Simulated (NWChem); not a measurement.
System: ZnBrF; SMILES [F][Zn][Br]

Output (shortened):

```
             Northwest Computational Chemistry Package (NWChem) 7.3.0
             --------------------------------------------------------

                             Geometry "geometry" -> ""
                             -------------------------

 Output coordinates in angstroms (scale by  1.889725989 to convert to a.u.)

  No.       Tag          Charge          X              Y              Z
 ---- ---------------- ---------- -------------- -------------- --------------
    1 Zn                  30.0000    -0.21531000     0.71477200     0.00000000
    2 F                    9.0000    -0.54860800     2.42148900     0.00000000
    3 Br                  35.0000     0.21013600    -1.46382000     0.00000000

 Effective nuclear repulsion energy (a.u.)     374.5857265030

                              NWChem Property Module
                              ----------------------

  itol2e modified to match energy
  convergence criterion.

                                 NWChem DFT Module
                                 -----------------

 Summary of "ao basis" -> "ao basis" (spherical)
 ------------------------------------------------------------------------------
       Tag                 Description            Shells   Functions and Types
 ---------------- ------------------------------  ------  ---------------------
 Zn                        def2-tzvp                16       48   6s5p4d1f
 F                         def2-tzvp                11       31   5s3p2d1f
 Br                        def2-tzvp                16       48   6s5p4d1f

  itol2e modified to match energy
  convergence criterion.

            General Information
            -------------------
          SCF calculation type: DFT
          Wavefunction type:  closed shell.
          No. of atoms     :     3
          No. of electrons :    74
           Alpha electrons :    37
            Beta electrons :    37
          Charge           :     0
          Spin multiplicity:     1
          Use of symmetry is: off; symmetry adaption is: off
          Maximum number of iterations: 150
          AO basis - number of functions:   127
                     number of shells:    43
          Convergence on energy requested:  1.00D-07
          Convergence on density requested:  1.00D-05
          Convergence on gradient requested:  5.00D-04

[...]

          -----------------------
          Electric field gradient
          -----------------------

 1 a.u. = 0.324123 10**(16) esu/cm**3  ( or statvolts/cm**2 ) = 0.97174 10**(22) v/m**2

 ------------------------------------------------------------
   Atom      X         Y         Z
 ------------------------------------------------------------
    1 Zn  -0.40688   1.35072   0.00000
 ------------------------------------------------------------

 Electric field gradient in molecular frame (a.u.)
         XX             YY             ZZ             XY             XZ             YZ
 ------------------------------------------------------------------------------------------
       -0.840940       1.786036      -0.945096      -0.533350       0.000000      -0.000000

 Principal components (a.u.) and orientation
 of principal axis w.r.t. absolute frame                      Asymmetry parameter eta
 --------------------------------------------------------------------------------------
        1.890191      -0.945096      -0.945095                       0.000000

       -0.191665      -0.684284       0.703576
        0.981460      -0.133631       0.137398
       -0.000000       0.716867       0.697210

 ------------------------------------------------------------
   Atom      X         Y         Z
 ------------------------------------------------------------
    2 F   -1.03672   4.57595   0.00000
 ------------------------------------------------------------

 Electric field gradient in molecular frame (a.u.)
         XX             YY             ZZ             XY             XZ             YZ
 ------------------------------------------------------------------------------------------
        0.582183      -1.236474       0.654291       0.369241      -0.000000       0.000000

 Principal components (a.u.) and orientation
 of principal axis w.r.t. absolute frame                      Asymmetry parameter eta
 --------------------------------------------------------------------------------------
       -1.308582       0.654291       0.654291                       0.000000

       -0.191666      -0.363521       0.911656
        0.981460      -0.070991       0.178034
       -0.000000       0.928877       0.370388

 ------------------------------------------------------------
   Atom      X         Y         Z
 ------------------------------------------------------------
    3 Br   0.39710  -2.76622   0.00000
 ------------------------------------------------------------

 Electric field gradient in molecular frame (a.u.)
         XX             YY             ZZ             XY             XZ             YZ
 ------------------------------------------------------------------------------------------
        1.848824      -3.926633       2.077809       1.172575      -0.000000      -0.000000

 Principal components (a.u.) and orientation
 of principal axis w.r.t. absolute frame                      Asymmetry parameter eta
 --------------------------------------------------------------------------------------
       -4.155619       2.077810       2.077809                       0.000000

       -0.191664       0.981251       0.020302
        0.981461       0.191623       0.003965
        0.000000      -0.020685       0.999786
```

Level: B3LYP/def2-TZVP. Coordinates come from a PBE0/def2-SVP optimisation. NWChem prints the field gradient with the sign opposite to the second derivative of the potential.

### Question
Reconstruct the input file.

### Answer
Several could match; the one computed here: the input that was run:
```
start job
memory heap 200 mb stack 900 mb global 1100 mb
geometry units angstroms noautosym nocenter noautoz
  Zn    -0.215310     0.714772     0.000000
  F     -0.548608     2.421489     0.000000
  Br     0.210136    -1.463820     0.000000
end
basis spherical
  * library def2-tzvp
end
dft
  xc b3lyp
  iterations 150
end
property
  efieldgrad
end
task dft property
```
